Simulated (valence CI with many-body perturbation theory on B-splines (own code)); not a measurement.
**Ir45+: key properties**

Level of theory: valence CI with perturbative core correlation (CI+MBPT): four valence electrons over a frozen Dirac-Fock core [Ar] 3d10, radial functions for each j: 11 s, 11 p, 10 d, 8 f, 5 g, 2 h, with the one-electron correlation potential Σ1 (screened to all orders), the two-electron term Σ2, the three-electron term Σ3, Breit, model QED; selected single and double excitations, second order for the rest, scaled by the run's own slope (own B-spline code, finite nucleus).

The last digits are not significant, and no measured levels were compared; by estimate large intervals hold to a few tenths of a per cent, small ones and those within an open d or f shell to about a per cent. Among the levels kept, up to 420 cm⁻¹ of a level comes from second order outside the variational space, and about a tenth of that is noise between levels of different J, which matters for small intervals.

Levels are named by their leading jj configuration (3d3/2^4 stands for four electrons in 3d with j = 3/2), which in mixed levels can hold well under half, so a name can repeat and another be missing.

Rates and lifetimes use the calculated energies. Strong lines usually hold to 10 to 20 %, long lifetimes can be off by a factor of two.

(1) What is the ground level?

(2) Among levels below 745.12 eV, which E1 lines absorb most strongly from the ground level?

(3) What is the ionisation energy?

(4) Name the longest-lived excited levels whose lifetime is computed, and their main decay.

(5) How well does LS coupling describe the low levels?

(6) Where does the other parity begin?

Answers

(1) (4s^2 4p1/2^2) J=0, composition 70 % 4s²4p² ³P + 30 % 4s²4p² ¹S.

(2) to (4s^2 4p1/2 4d3/2) J=1 at 4.168 nm, f = 1.67; to (4s 4p1/2^2 4p3/2) J=1 at 5.306 nm, f = 0.563; to (4s 4p1/2 4p3/2^2) J=1 at 3.521 nm, f = 0.00602.

(3) 2437.1 eV; NIST lists 2435 ± 4 eV (theoretical).

(4) (4s^2 4p1/2 4p3/2) J=2 at 118.77 eV lives 2.88 μs, mostly by E2 to (4s^2 4p1/2^2) J=0; (4s^2 4p3/2 4d5/2) J=4 at 423.72 eV lives 122 ns, mostly by M1 to (4s^2 4p1/2 4d5/2) J=3; (4s^2 4p1/2 4p3/2) J=1 at 114.22 eV lives 104 ns, mostly by M1 to (4s^2 4p1/2^2) J=0.

(5) Among the lowest 20 levels the leading LS term, summed over configurations, holds 59 % on average. For single configurations the figures are 58 % in LS and 94 % in jj coupling. Terms mix most in the J = 2 level at 386.80 eV, where the leading one holds 29 %.

(6) At (4s 4p1/2^2 4p3/2) J=2, 218.12 eV.
